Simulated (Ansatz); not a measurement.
`C[O][AlH][N](C)C` + HCl → `C[N](C)[AlH][Cl]` + CH₃OH at 298.15 K and 1 bar (ligand exchange at the Al–O bond).

Program: Ansatz. Geometries: PBE0-D4/def2-TZVP. ΔE: electronic, gas phase. CBS: MP2 limit from def2 TZ/QZ plus the TZ coupled-cluster correction, frozen cores. This one scheme is used for every species. Each species was taken in one conformer, which may not be the lowest.

```json
{"species": "`C[O][AlH][N](C)C`", "CCSD(T)/CBS energy (Eh)": "-492.12441", "H − E (kJ/mol)": "372.4", "S (J/(mol·K))": "397.7"}
{"species": "HCl", "CCSD(T)/CBS energy (Eh)": "-460.38127", "H − E (kJ/mol)": "26.6", "S (J/(mol·K))": "186.8"}
{"species": "`C[N](C)[AlH][Cl]`", "CCSD(T)/CBS energy (Eh)": "-836.90351", "H − E (kJ/mol)": "261.1", "S (J/(mol·K))": "354.4"}
{"species": "CH₃OH", "CCSD(T)/CBS energy (Eh)": "-115.61712", "H − E (kJ/mol)": "146.3", "S (J/(mol·K))": "238.2"}
```

H − E and S are ideal-gas, rigid-rotor, harmonic terms from PBE0-D4/def2-TZVP, for one conformer and one mirror image of each species. 1 Eh = 2625.50 kJ/mol, R = 8.31446 J/(mol·K).

By hand: ΔE, ΔH, ΔS and ΔG.

ΔE = (-836.90351) + (-115.61712) − (-492.12441) − (-460.38127) = -0.01495 Eh = -39.3 kJ/mol. Δ(H − E) = 261.1 + 146.3 − 372.4 − 26.6 = 8.4, so ΔH = -30.9 kJ/mol. ΔS = 354.4 + 238.2 − 397.7 − 186.8 = 8.1 J/(mol·K). ΔG = -30.9 − 298.15 × (8.1)/1000 = -33.3 kJ/mol.

By hand: the equilibrium constant, and the temperature at which ΔG would vanish if ΔH and ΔS stayed fixed.

log₁₀ K = −ΔG/(RT ln 10) = 5.8. ΔH and −TΔS have one sign here, so there is no such temperature.

The number of gas molecules stays the same, so ΔS is small and ΔH decides. A doubt of 5 kJ/mol in ΔE shifts log₁₀ K by 0.9 here. Other conformers and mirror images would add mixing entropy, several J/(mol·K) or more a flexible species. These are equilibria of isolated gas molecules and say nothing of rates. Largest T1 diagnostic: 0.012 (customary marks: 0.02 for closed shells, 0.045 for open ones).

ΔS is within the doubt of such terms, so its sign, and with it that verdict, could turn.
